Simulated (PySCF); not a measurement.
Compound: C9H13B.
Atom-mapped SMILES: `[CH3:1][CH:2]=[C:3]=[C:4]=[C:5]=[C:6]([CH3:7])[B:8]([CH3:9])[CH3:10]` (hydrogens: H11, H12, H13 on C1; H14 on C2; H15, H16, H17 on C7; H18, H19, H20 on C9; H21, H22, H23 on C10)

Computed, not measured: PySCF 2.14.0, PBE0-D3(BJ)/def2-SVP geometry optimisation, gas phase.

Question: What internal coordinates does the optimisation give?

Answer: 
```json
{"bond": "C1–C2", "length (Å)": "1.498"}
{"bond": "C2=C3", "length (Å)": "1.317"}
{"bond": "C3=C4", "length (Å)": "1.285"}
{"bond": "C4=C5", "length (Å)": "1.280"}
{"bond": "C5=C6", "length (Å)": "1.328"}
{"bond": "C6–C7", "length (Å)": "1.510"}
{"bond": "C6–B8", "length (Å)": "1.573"}
{"bond": "B8–C9, B8–C10", "length (Å)": "1.573"}
{"bond": "C1–H11, C1–H12, C1–H13", "length (Å)": "1.101"}
{"bond": "C2–H14", "length (Å)": "1.099"}
{"bond": "C7–H15, C7–H16, C7–H17", "length (Å)": "1.101"}
{"bond": "C9–H18 and 5 like bonds", "length (Å)": "1.103"}
```

Bonds in one row agree within 0.01 Å and their mean is given. A selection of angles:
```json
{"angle": "C2–C1–H11", "degrees": "110.6"}
{"angle": "H11–C1–H12", "degrees": "108.4"}
{"angle": "C1–C2–C3", "degrees": "125.3"}
{"angle": "C1–C2–H14", "degrees": "117.3"}
{"angle": "C3–C2–H14", "degrees": "117.5"}
{"angle": "C2–C3–C4", "degrees": "179.7"}
{"angle": "C3–C4–C5", "degrees": "179.7"}
{"angle": "C4–C5–C6", "degrees": "178.6"}
{"angle": "C5–C6–C7", "degrees": "120.5"}
{"angle": "C5–C6–B8", "degrees": "117.8"}
{"angle": "C7–C6–B8", "degrees": "121.8"}
{"angle": "C6–C7–H15", "degrees": "112.4"}
{"angle": "H15–C7–H16", "degrees": "108.4"}
{"angle": "H16–C7–H17", "degrees": "106.5"}
{"angle": "C6–B8–C9", "degrees": "118.0"}
{"angle": "C6–B8–C10", "degrees": "121.8"}
{"angle": "C9–B8–C10", "degrees": "120.2"}
{"angle": "B8–C9–H18", "degrees": "111.7"}
{"angle": "B8–C9–H19", "degrees": "108.9"}
{"angle": "B8–C9–H20", "degrees": "114.2"}
{"angle": "H18–C9–H19", "degrees": "105.1"}
{"angle": "H18–C9–H20", "degrees": "108.7"}
{"angle": "H19–C9–H20", "degrees": "107.8"}
{"angle": "B8–C10–H22", "degrees": "108.1"}
{"angle": "B8–C10–H23", "degrees": "115.6"}
```

Dihedral angles: C5–C6–B8–C9 180° (antiperiplanar). The mirror-image conformer, all signs reversed, is as good.

The C–C distances run from 1.280 Å (C4=C5, drawn double) to 1.510 Å (C6–C7, drawn single), a spread of 0.230 Å. Of the pairs four or more bonds apart, C5···H23 is among the closest relative to their van der Waals radii: 2.66 Å, 92 % of the sum of Bondi's values. B8 (three-coordinate boron) is planar (angles 121.8°, 120.2° and 118.0°, sum 360.0°, 0.00 Å off the plane of its three neighbours).

Point group: C1 (no symmetry element, even within 0.4 Å). PBE0-D3(BJ)/def2-SVP frequencies: not computed here.
